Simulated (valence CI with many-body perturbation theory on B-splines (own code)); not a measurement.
E1 transitions of Sb⁴⁴⁺

Method: valence CI with perturbative core correlation (CI+MBPT): five valence electrons over a frozen Dirac-Fock core [He], a basis of 9 s, 9 p, 8 d, 6 f, 3 g, 1 h functions for each j, with the one-electron correlation potential Σ1 (screened to all orders), the two-electron term Σ2, the three-electron term Σ3, Breit, model QED; selected single and double excitations, second order for the rest (own B-spline code, finite nucleus).

The last digits are not significant, and no measured levels were compared; by estimate large intervals hold to a few tenths of a per cent, small ones and those within an open d or f shell to about a per cent. Among the levels kept, up to 1400 cm⁻¹ of a level comes from second order outside the variational space, and about a tenth of that is noise between levels of different J, which matters for small intervals.

Lines 151 to 200 of 243 in falling wavelength, among levels below 4720.2 eV, chosen from the strongest by gf and those to the six lowest levels. Wavelengths and rates use the calculated energies. Electric multipoles are in the length gauge, E1 and E2 with the static RPA response of the core. Weak lines are less certain than strong ones. Lines between different terms over intervals too small for the method are left out, as are lines whose strength nearly cancels. The highest levels of a list are the least certain.

Levels are named by their leading jj configuration (3d3/2^4 stands for four electrons in 3d with j = 3/2), which in mixed levels can hold well under half, so a name can repeat and another be missing. Letters in brackets count levels of one name in rising energy.

```
λ vac (Å)                               Upper                       Lower   A (s⁻¹)  S (a.u.)
    2.949          (2s^2 2p3/2^2 3p1/2) J=3/2  (2s 2p1/2^2 2p3/2^2) J=5/2  8.27e+10  4.19e-06
    2.943  (2s^2 2p1/2 2p3/2 3d3/2) J=3/2 [a]  (2s^2 2p1/2 2p3/2^2) J=1/2  9.84e+12  4.95e-04
    2.941  (2s^2 2p1/2 2p3/2 3d3/2) J=1/2 [a]  (2s^2 2p1/2 2p3/2^2) J=1/2  1.30e+13  3.26e-04
    2.930      (2s 2p1/2^2 2p3/2 3d3/2) J=5/2  (2s 2p1/2^2 2p3/2^2) J=5/2  2.70e+13  2.01e-03
    2.929      (2s 2p1/2^2 2p3/2 3d3/2) J=3/2  (2s 2p1/2^2 2p3/2^2) J=5/2  4.27e+13  2.12e-03
    2.928      (2s 2p1/2^2 2p3/2 3d3/2) J=7/2  (2s 2p1/2^2 2p3/2^2) J=5/2  2.98e+12  2.95e-04
    2.926  (2s^2 2p1/2 2p3/2 3d3/2) J=3/2 [b]  (2s^2 2p1/2 2p3/2^2) J=1/2  1.08e+12  5.36e-05
    2.923  (2s^2 2p1/2 2p3/2 3d3/2) J=3/2 [a]  (2s^2 2p1/2 2p3/2^2) J=5/2  1.20e+13  5.92e-04
    2.922  (2s^2 2p1/2 2p3/2 3d3/2) J=5/2 [a]  (2s^2 2p1/2 2p3/2^2) J=5/2  1.12e+13  8.30e-04
    2.921  (2s^2 2p1/2 2p3/2 3d5/2) J=3/2 [a]  (2s^2 2p1/2 2p3/2^2) J=1/2  1.41e+13  6.93e-04
    2.920  (2s^2 2p1/2 2p3/2 3d3/2) J=1/2 [b]  (2s^2 2p1/2 2p3/2^2) J=1/2  4.91e+12  1.21e-04
    2.918  (2s^2 2p1/2 2p3/2 3d3/2) J=3/2 [c]  (2s^2 2p1/2 2p3/2^2) J=1/2  1.73e+13  8.50e-04
    2.914          (2s^2 2p1/2^2 3d3/2) J=3/2  (2s^2 2p1/2^2 2p3/2) J=3/2  5.35e+13  2.62e-03
    2.914      (2s^2 2p1/2 2p3/2 3d3/2) J=7/2  (2s^2 2p1/2 2p3/2^2) J=5/2  5.62e+11  5.49e-05
    2.910  (2s^2 2p1/2 2p3/2 3d3/2) J=3/2 [a]  (2s^2 2p1/2 2p3/2^2) J=3/2  1.58e+13  7.70e-04
    2.910  (2s^2 2p1/2 2p3/2 3d5/2) J=7/2 [a]  (2s^2 2p1/2 2p3/2^2) J=5/2  8.41e+12  8.19e-04
    2.910  (2s^2 2p1/2 2p3/2 3d3/2) J=5/2 [b]  (2s^2 2p1/2 2p3/2^2) J=5/2  8.12e+11  5.93e-05
    2.909  (2s^2 2p1/2 2p3/2 3d3/2) J=5/2 [a]  (2s^2 2p1/2 2p3/2^2) J=3/2  1.06e+11  7.76e-06
    2.908      (2s 2p1/2^2 2p3/2 3d5/2) J=5/2  (2s 2p1/2^2 2p3/2^2) J=5/2  1.32e+14  9.59e-03
    2.908  (2s^2 2p1/2 2p3/2 3d3/2) J=1/2 [a]  (2s^2 2p1/2 2p3/2^2) J=3/2  2.74e+13  6.65e-04
    2.906  (2s^2 2p1/2 2p3/2 3d3/2) J=3/2 [b]  (2s^2 2p1/2 2p3/2^2) J=5/2  1.50e+13  7.29e-04
    2.906          (2s^2 2p3/2^2 3p3/2) J=5/2  (2s 2p1/2^2 2p3/2^2) J=5/2  5.26e+13  3.82e-03
    2.905  (2s^2 2p1/2 2p3/2 3d5/2) J=3/2 [b]  (2s^2 2p1/2 2p3/2^2) J=1/2  2.69e+14  1.30e-02
    2.905      (2s 2p1/2^2 2p3/2 3d5/2) J=3/2  (2s 2p1/2^2 2p3/2^2) J=5/2  3.65e+13  1.77e-03
    2.905          (2s^2 2p3/2^2 3p3/2) J=7/2  (2s 2p1/2^2 2p3/2^2) J=5/2  1.27e+13  1.23e-03
    2.903      (2s^2 2p1/2 2p3/2 3d5/2) J=1/2  (2s^2 2p1/2 2p3/2^2) J=1/2  3.31e+14  7.99e-03
    2.902  (2s^2 2p1/2 2p3/2 3d5/2) J=3/2 [a]  (2s^2 2p1/2 2p3/2^2) J=5/2  5.49e+12  2.65e-04
    2.901  (2s^2 2p1/2 2p3/2 3d5/2) J=5/2 [a]  (2s^2 2p1/2 2p3/2^2) J=5/2  3.31e+13  2.39e-03
    2.899  (2s^2 2p1/2 2p3/2 3d3/2) J=3/2 [c]  (2s^2 2p1/2 2p3/2^2) J=5/2  3.41e+13  1.64e-03
    2.897  (2s^2 2p1/2 2p3/2 3d3/2) J=5/2 [b]  (2s^2 2p1/2 2p3/2^2) J=3/2  1.83e+13  1.31e-03
    2.897      (2s 2p1/2^2 2p3/2 3p1/2) J=5/2  (2s^2 2p1/2 2p3/2^2) J=5/2  8.32e+13  5.99e-03
    2.895          (2s^2 2p1/2^2 3d5/2) J=5/2  (2s^2 2p1/2^2 2p3/2) J=3/2  2.77e+14  1.99e-02
    2.893  (2s^2 2p1/2 2p3/2 3d3/2) J=3/2 [b]  (2s^2 2p1/2 2p3/2^2) J=3/2  2.26e+13  1.08e-03
    2.892  (2s^2 2p1/2 2p3/2 3d5/2) J=5/2 [b]  (2s^2 2p1/2 2p3/2^2) J=5/2  1.36e+14  9.74e-03
    2.889  (2s^2 2p1/2 2p3/2 3d5/2) J=3/2 [a]  (2s^2 2p1/2 2p3/2^2) J=3/2  1.16e+14  5.52e-03
    2.888  (2s^2 2p1/2 2p3/2 3d5/2) J=5/2 [a]  (2s^2 2p1/2 2p3/2^2) J=3/2  1.50e+14  1.07e-02
    2.888             (2s^2 2p3/2^2 3s) J=3/2  (2s^2 2p1/2 2p3/2^2) J=1/2  8.66e+11  4.12e-05
    2.887  (2s^2 2p1/2 2p3/2 3d3/2) J=1/2 [b]  (2s^2 2p1/2 2p3/2^2) J=3/2  3.12e+13  7.41e-04
    2.887  (2s^2 2p1/2 2p3/2 3d5/2) J=7/2 [b]  (2s^2 2p1/2 2p3/2^2) J=5/2  4.56e+14  4.33e-02
    2.886  (2s^2 2p1/2 2p3/2 3d5/2) J=3/2 [b]  (2s^2 2p1/2 2p3/2^2) J=5/2  3.36e+13  1.60e-03
    2.886  (2s^2 2p1/2 2p3/2 3d3/2) J=3/2 [c]  (2s^2 2p1/2 2p3/2^2) J=3/2  6.11e+13  2.90e-03
    2.884      (2s 2p1/2^2 2p3/2 3p1/2) J=5/2  (2s^2 2p1/2 2p3/2^2) J=3/2  2.63e+13  1.87e-03
    2.883     (2s^2 2p1/2 2p3/2 3s) J=3/2 [a]  (2s^2 2p1/2^2 2p3/2) J=3/2  6.80e+12  3.22e-04
    2.882      (2s 2p1/2^2 2p3/2 3p1/2) J=1/2  (2s^2 2p1/2 2p3/2^2) J=1/2  1.43e+12  3.39e-05
    2.880      (2s 2p1/2^2 2p3/2 3p1/2) J=3/2  (2s^2 2p1/2 2p3/2^2) J=1/2  1.83e+12  8.65e-05
    2.879         (2s^2 2p1/2 2p3/2 3s) J=1/2  (2s^2 2p1/2^2 2p3/2) J=3/2  9.32e+12  2.19e-04
    2.879  (2s^2 2p1/2 2p3/2 3d5/2) J=5/2 [b]  (2s^2 2p1/2 2p3/2^2) J=3/2  3.00e+14  2.12e-02
    2.873  (2s^2 2p1/2 2p3/2 3d5/2) J=3/2 [b]  (2s^2 2p1/2 2p3/2^2) J=3/2  7.44e+12  3.48e-04
    2.872         (2s^2 2p1/2 2p3/2 3s) J=5/2  (2s^2 2p1/2^2 2p3/2) J=3/2  2.05e+12  1.44e-04
    2.871      (2s^2 2p1/2 2p3/2 3d5/2) J=1/2  (2s^2 2p1/2 2p3/2^2) J=3/2  2.03e+13  4.74e-04
```
